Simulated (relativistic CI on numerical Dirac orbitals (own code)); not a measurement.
# One change at a time: Ba X

Base calculation: Dirac-Coulomb-Breit CI, separate exchange-only KLI orbitals for each configuration, model QED (radiative potential, 1s self-energy scaled to tabulated hydrogen-like ionisation energies), unscaled Slater integrals.

Configuration list (outside the closed core [Kr]): 4d10.5s, 4d10.5p, 4d10.4f, 4d10.5d, 4d10.5f, 4d10.5g, 4d9.5s.4f, 4d10.6s, 4d9.5s2, 4d10.6p, 4d10.6d, 4d9.5s.5p, 4d10.7s, 4d10.7p, 4d10.6f, 4d10.7d, 4d10.8s, 4d10.9s, 4d9.5s.5d, 4d9.5s.6s. Double excitations out of closed p, d and f shells are left out; levels of such configurations are missing from the list, as are those of other unlisted configurations, and high levels can miss mixing partners.

Variants: (1) non-relativistic limit. Shifts of the energy above 4d10.5s 2S_1/2, in cm⁻¹, for the lowest level and the first level of each name with at least 55 % of one term (blank where a level changes its place among those of its configuration and J or its character, or is not in the variant):

```tsv
Level	Base	Δ(1)
4d10.5s 2S_1/2	0	0
4d10.5p 2P°_1/2	133735	-8643
4d10.5p 2P°_3/2	160176	-35084
4d10.4f 2F°_5/2	220304	-51761
4d10.4f 2F°_7/2	221615	-53072
4d10.5d 2D_3/2	376814	-37910
4d10.5d 2D_5/2	381200	-42297
4d10.6s 2S_1/2	515898	-23267
4d10.6p 2P°_1/2	574955	-26220
4d10.6p 2P°_3/2	585895	-37160
4d9.5s2 2D_5/2	604790	+65591
4d10.5f 2F°_5/2	613206	-42018
4d10.5f 2F°_7/2	613905	-42717
4d9.5s2 2D_3/2	626116	+44265
4d10.6d 2D_3/2	684156	-38665
4d10.6d 2D_5/2	686180	-40688
4d9.5s.5p 4P°_5/2	710181	+49338
4d9.5s.5p 4F°_7/2	720730	+45849
4d10.5g 2G_9/2	724219	-39025
4d10.5g 2G_7/2	724250	-39056
4d9.5s.5p 4F°_3/2	733609	+32970
4d9.5s.5p 4F°_9/2	737222	+29358
```

At this charge transitions that keep the count of f electrons are usually good to a few per cent. Levels and lines within the n = 5 or 6 shells can be off by up to 10 % or somewhat more, and those that change n by about 2 %, since core polarisation is missing. Levels that differ in their count of f electrons can be misplaced by several ten thousand cm⁻¹, since the correlation energy of f electrons is missing or only estimated; rates across such gaps can be off by orders of magnitude.

Ionisation energy from one configuration of each of the two ions, the ground ones as tabulated or assumed: base 144.609 eV. The NIST ASD value (semi-empirical) is 146.52 ± 0.12 eV.

LS names give the leading component of a level, which can be under half, so a name can repeat, a term be missing and a line seem to break the LS rules.
